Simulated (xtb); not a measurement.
HSZn (SMILES [SH][Zn]), doublet, at a GFN2-xTB geometry (such geometries of metal compounds can be far from the true shape) (the spin is typed, not shown lowest). Base run: GFN2-xTB (xtb).

xtb was given this input:
```
$ xtb mol.xyz --gfn 2 --uhf 1 --json

# file mol.xyz
3

Zn    -0.40899229    -0.71588306    -0.30339505
S      0.67274253     1.30222879     0.48903689
H      1.50588835     0.64083112     1.27726104
```

The base run was repeated with changes; each row names its change, and settings that it needs were set with it.

| change | ΔE vs base (kJ/mol) | dipole (D) | G_solv (kcal/mol) | SCF cycles |
|---|---|---|---|---|
| base | 0.00 | 3.00 | - | 12 |
| acc = 1000 | 0.00 | 3.00 | - | 6 |
| alpb = dmso | -36.0 | 3.24 | -9.07 | 11 |
| gbsa = water | -12.40 | 3.28 | -3.36 | 11 |
| gbsa = toluene | -20.34 | 3.23 | -5.06 | 11 |
| alpb = acetonitrile | -32.6 | 3.24 | -8.09 | 10 |
| file = coord | 0.00 | 3.00 | - | 12 |

ALPB and GBSA are two models with their own fitted parameters for each solvent, which aren't always the measured dielectric constant.
